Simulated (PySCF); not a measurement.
# Calculated NMR parameters of C#C[Si@@]1(NC)C=CCN1

* Formula: C6H10N2Si
* SMILES: C#C[Si@@]1(NC)C=CCN1
* InChI: InChI=1S/C6H10N2Si/c1-3-9(7-2)6-4-5-8-9/h1,4,6-8H,5H2,2H3/t9-/m0/s1
* Point group of the computed structure: C1
* Degrees of unsaturation: 4
* Carbon signals: 6
* Proton signals: 8

Atoms are numbered as in `[CH:1]#[C:2][Si@@:3]1([NH:4][CH3:5])[CH:6]=[CH:7][CH2:8][NH:9]1` (H(Xn): hydrogen on atom n). Ha(C8) is pro-R; Hb(C8) is pro-S.

No solvent, one conformer, one averaged value for each set of equivalent atoms, relativity neglected. GFN2-xTB geometry; NMR shieldings at PBE0/pcSseg-1/GIAO; PySCF 2.14.

Shifts are taken against calculated references (same method and geometry level): TMS for ¹H (σref 31.72) and ¹³C (σref 186.93) and ²⁹Si (σref 349.16); NH3 for ¹⁵N (σref 267.73).

| carbon | δC, type | δH (multiplicity) | HMBC from (2–3 bonds) | span of the C tensor (ppm) |
| --- | --- | --- | --- | --- |
| C1 | 101.9, CH | 2.00 (s) | – | 241 |
| C2 | 89.2, C | – | H(C6), H(C1) | 294 |
| C5 | 31.3, CH3 | 3.07 (s) | – | 54 |
| C6 | 131.7, CH | 5.98 (d) | H(C7), Ha(C8), Hb(C8) | 222 |
| C7 | 157.7, CH | 7.16 (m) | H(C6), Ha(C8), Hb(C8) | 248 |
| C8 | 55.6, CH2 | Hb(C8) 4.09 (m); Ha(C8) 4.09 (m) | H(C7), H(C6) | 35 |

Other nuclei:
```tsv
atoms	nucleus	environment	δ (ppm)	σ (ppm)
H(N9)	¹H	hydrogen on a nitrogen bonded to C, Si, in a 5-membered ring	1.12	30.60
H(N4)	¹H	hydrogen on a nitrogen bonded to C, Si	0.50	31.21
Si3	²⁹Si	silicon bonded to 2 C, 2 N, in a 5-membered ring	-32.8	381.9
N9	¹⁵N	nitrogen bonded to C, Si, H, in a 5-membered ring	52.5	215.2
N4	¹⁵N	nitrogen bonded to C, Si, H	41.1	226.6
```

1. Carbon types of the structure: 1 × C, 3 × CH, 1 × CH2, 1 × CH3, leaving 2 H on heteroatoms.
2. δC 157.7, 131.7: alkene CH; an sp2 carbon of a C=C bond.
3. δC 101.9: terminal alkyne carbon; the triple bond shields along its axis, which puts it between sp3 and sp2 carbons.
4. δC 89.2: alkyne carbon; sp carbons lie upfield of alkene carbons because the cylindrical π system leaves one tensor component strongly shielded.
5. δH 7.16, 5.98: hydrogen on an alkene CH; olefinic region.
6. δH 3.07: hydrogen on a methyl carbon bonded to N; its carbon carries N, an electronegative neighbour.

The OH or NH signal is concentration- and solvent-dependent in practice; the value given is the gas-phase one. Shifts are as computed. Against solution values, carbons near 30 ppm lie about +3 ppm off and those near 130 ppm about +5 ppm. Of 1211 compounds with measured shifts, 218 miss one by over three times the rms of a fit or turn the order of signals round; such compounds aren't used in these exercises. Experimental scales use liquid or dissolved standards, which lie at an offset from isolated NH3 (liquid NH3: subtract about 20 ppm). No couplings were computed; multiplicities are counted from neighbouring protons, with m where these are inequivalent, close in shift, in a saturated or five-membered ring or joined by F or P, and br s for small geminal =CH2 splittings.
